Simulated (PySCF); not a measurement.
BeH3ISi, SMILES [SiH3][Be][I]. Atoms are numbered in the order given.

```xyz
6

Be     0.0000     0.0000     1.0348
I      0.0000     0.0000    -1.1377
Si     0.0000     0.0000     3.2065
H     -1.1968    -0.6910     3.7558
H      0.0000     1.3819     3.7558
H      1.1968    -0.6910     3.7558
```
Charge 0, spin multiplicity 1.

Geometry optimised at B3LYP-D3(BJ)/def2-TZVP. The def2 effective core potentials stand for the cores of I; spin–orbit coupling is left out.

These are PBE0/def2-TZVPD in PySCF values and carry that method's errors.

Symmetry labels are those of the subgroup Cs that the program uses (full group C3v).

Computed valence orbital energies around the gap with their symmetry:
| orbital | symmetry | energy (eV) |
|---|---|---|
| HOMO−7 | A' | -19.53 |
| HOMO−6 | A' | -14.94 |
| HOMO−5 | A' | -10.10 |
| HOMO−4 | A' | -9.75 |
| HOMO−3 | A" | -9.75 |
| HOMO−2 | A" | -8.18 |
| HOMO−1 | A' | -8.18 |
| HOMO | A' | -8.17 |
| LUMO | A' | -1.52 |
| LUMO+1 | A" | -1.52 |
| LUMO+2 | A' | -0.37 |
| LUMO+3 | A' | 0.48 |
